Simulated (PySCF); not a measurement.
SMILES O([SiH2][SiH2]C)[SiH3], GFN2-xTB optimised geometry.

```
15

C      3.07    -1.00     0.00
Si     1.16    -1.00     0.00
Si     0.39     1.17     0.00
O     -1.23     1.12    -0.07
Si    -2.76     0.82    -0.48
H      3.46    -0.49     0.88
H      3.46    -0.49    -0.87
H      3.46    -2.01     0.00
H      0.74    -1.79     1.17
H      0.74    -1.79    -1.17
H      0.81     2.00    -1.15
H      0.64     1.96     1.21
H     -3.46     0.58     0.78
H     -2.77    -0.35    -1.35
H     -3.26     2.01    -1.18
```

Density from PBE0/def2-TZVP run with PySCF at that geometry.

Minimum of the electron density along straight lines between bonded atoms, close to the bond critical point (lines longer than 1.1 times the sum of covalent radii, or with two minima, are not listed):

```tsv
bond	length / Å	ρ at the minimum / e bohr⁻³	∇²ρ there / e bohr⁻⁵	position (fraction from the first atom)
C1–Si2	1.902	0.114	0.17	0.61
Si2–Si3	2.305	?	-0.17	0.37
Si3–O4	1.627	0.136	0.92	0.42
O4–Si5	1.613	0.140	?	0.59
C1–H6	1.086	0.275	-0.92	0.64
C1–H7	1.086	0.275	-0.92	0.64
C1–H8	1.085	0.275	-0.92	0.64
Si2–H9	1.476	0.121	0.18	0.49
Si2–H10	1.476	0.120	0.18	0.49
Si3–H11	1.471	0.124	0.18	0.49
Si3–H12	1.469	0.125	0.17	0.49
Si5–H13	1.460	0.127	0.18	0.49
Si5–H14	1.463	0.126	0.18	0.49
Si5–H15	1.461	0.127	0.18	0.49
```

**Question.** Some entries are withheld; supply them.

**Answer.** 
- Si2–Si3, ρ at the minimum / e bohr⁻³: 0.101
- O4–Si5, ∇²ρ there / e bohr⁻⁵: 0.99
